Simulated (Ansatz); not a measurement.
CH6AlSi, SMILES `[CH3][Al-][SiH3]` (excited triplet) (charge -1, multiplicity 3). This triplet is an excited state, 0.73 eV above the relaxed singlet at the level frozen-core CCSD(T)/aug-cc-pVDZ // PBE0-D3(BJ)/def2-TZVPD (Ansatz, an electronic-structure program).

Level of theory: B3LYP/aug-cc-pVTZ // PBE0-D3(BJ)/def2-TZVPD (Ansatz).

Ansatz 0.2 input:
```yaml
crystal:
  periodic: [false, false, false]
  atoms:
    - { symbol: C, position_ang: [1.967842, 0.392686, -0.074481] }
    - { symbol: Al, position_ang: [0.197318, 0.870079, 0.778731] }
    - { symbol: Si, position_ang: [-1.840353, -0.316552, 0.118358] }
    - { symbol: H, position_ang: [2.234139, -0.653379, 0.115674] }
    - { symbol: H, position_ang: [1.941038, 0.543632, -1.159759] }
    - { symbol: H, position_ang: [2.774362, 1.016458, 0.325525] }
    - { symbol: H, position_ang: [-3.038219, 0.197553, 0.873879] }
    - { symbol: H, position_ang: [-1.930161, -1.814309, 0.345838] }
    - { symbol: H, position_ang: [-2.305965, -0.23617, -1.323765] }
basis:
  gaussian: { orbitals: aug-cc-pVTZ }
hamiltonian:
  xc: b3lyp
total_charge: -1
magnetization:
  spin_polarized: true
  initial_magnetization: 2
```

Output:

```
Functional definition: B3LYP
1282 factors; their error is unknown
mean field evaluation 1: about -15606.0546 eV, gradient 3.1e1 eV
mean field evaluation 2: about -15600.9546 eV, gradient 4.1e1 eV
mean field evaluation 4: about -15610.9910 eV, gradient 1.9e0 eV
mean field evaluation 8: about -15611.0234 eV, gradient 4.1e-2 eV
mean field evaluation 16: about -15611.0615 eV, gradient 2.1e-4 eV
mean field evaluation 32: about -15610.0350 eV, gradient 5.7e-1 eV
mean field -15611.06145502 eV, -573.6959269146 hartree, gradient 2.3e-5 eV, S^2 2.002524; 8 other end points of the search recorded, 0 dependent functions left out
reference -15611.06178530 eV, -573.6959390520 hartree; 21, 19 occupied and 263, 265 virtual orbitals, 1282 factors
Total energy: -15611.06178530 eV, -573.6959390520 hartree
```
